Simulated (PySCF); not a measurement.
Species: C4H8OS2 (charge +1 and doublet state).
Z-matrix (Å and degrees, GFN2-xTB geometry), rows numbered from 1:
```
C 
C   1  1.3476
S   2  1.7276  1  126.05
C   3  1.7873  2  102.21  1   -13.68
S   4  1.9148  3  112.12  2   -57.89
C   5  1.8234  4   98.82  3   -50.11
O   5  1.4712  4  102.85  3    58.98
H   1  1.0770  2  123.95  3   -23.42
H   1  1.0785  2  119.77  3   168.75
H   2  1.0808  1  121.84  3  -173.01
H   4  1.0866  3  108.42  2  -176.63
H   4  1.0878  3  112.35  2    60.98
H   6  1.0842  5  109.64  4   -53.68
H   6  1.0846  5  111.38  4    70.07
H   6  1.0874  5  106.50  4  -171.41
```

The hyperfine couplings belong to this conformer and change with its torsions.

The species is `C=C[S+]C[S@@](C)=O` [radical] (charge +1).

Computed, not measured: UKS B3LYP, pcH-1 on C H O S, non-relativistic, mean-field spin-orbit, GIAO in PySCF. The structure is a single GFN2-xTB conformer in the gas phase; no vibrational or solvent corrections. Couplings are sensitive to structure, and on GFN2-xTB geometries they can be far from those on DFT ones, by a factor of two or more for some ions and for spin on atoms past the first row. The frame is twisted about the C1–C2 bond at this geometry (dihedral H9–C1–C2–H10 = -4°); couplings at other torsion angles weren't computed. Stability of the SCF solution: not tested.

Question: Give the principal g shifts and their parts.

Answer: 
```tsv
Δg (ppt)	1	2	3
relativistic mass correction	-0.25	-0.25	-0.25
gauge correction	0.08	0.01	0.08
orbital Zeeman/spin–orbit	-5.45	3.82	10.73
total	-5.61	3.59	10.57
```

So g = 1.99670, 2.00591, 2.01289 and g_iso = 2.00517; the tensor is rhombic: the two nearest values differ by 43 % of g3 − g1. 

Question: What are the electron Larmor frequencies g μB B/h along the three axes at 1200 mT?

Answer: 33.5356, 33.6903, 33.8074 GHz for g1, g2 and g3, a range of 271.8 MHz.

Question: At 9.699 GHz, how far is the centre of the isotropic spectrum from where a free electron (g = 2.002319) resonates?

Answer: B = hν/(g μB) with μB/h = 13.99624 MHz/mT gives 346.08 mT for the free electron and 345.59 mT at g_iso, 0.49 mT lower.

Question: Average each term over the three axes. Which is largest in size?

Answer: The orbital-Zeeman/spin–orbit term 3.03, the mass correction -0.25 and the gauge correction 0.06 ppt, for a total of 2.85 ppt. The orbital-Zeeman/spin–orbit term is the largest in size. The mass correction is the same along every axis, so the anisotropy comes from the other two: their spans along these axes are 0.07 (gauge) and 16.18 ppt (orbital Zeeman/spin–orbit).

Question: In a frozen sample, at which fields do the three g values resonate at 9.5, 34, 94 and 263 GHz (hyperfine left aside), and which band first spreads them over more than twice a line width of 0.3 mT?

Answer: 
```json
{"band": "X", "GHz": "9.5", "B(g3) mT": "337.20", "B(g2) mT": "338.38", "B(g1) mT": "339.94", "spread mT": "2.73"}
{"band": "Q", "GHz": "34.0", "B(g3) mT": "1206.83", "B(g2) mT": "1211.03", "B(g1) mT": "1216.62", "spread mT": "9.78"}
{"band": "W", "GHz": "94.0", "B(g3) mT": "3336.54", "B(g2) mT": "3348.15", "B(g1) mT": "3363.59", "spread mT": "27.04"}
{"band": "J", "GHz": "263.0", "B(g3) mT": "9335.22", "B(g2) mT": "9367.68", "B(g1) mT": "9410.88", "spread mT": "75.66"}
```

The spread grows in proportion to the frequency. X band is the first where it exceeds 0.6 mT.

Largest spin populations (Mulliken): S3 (+0.31), O7 (+0.24), C1 (+0.24) and C2 (+0.15).

The HOMO–LUMO gaps are 4.98 eV among the α and 3.14 eV among the β orbitals.
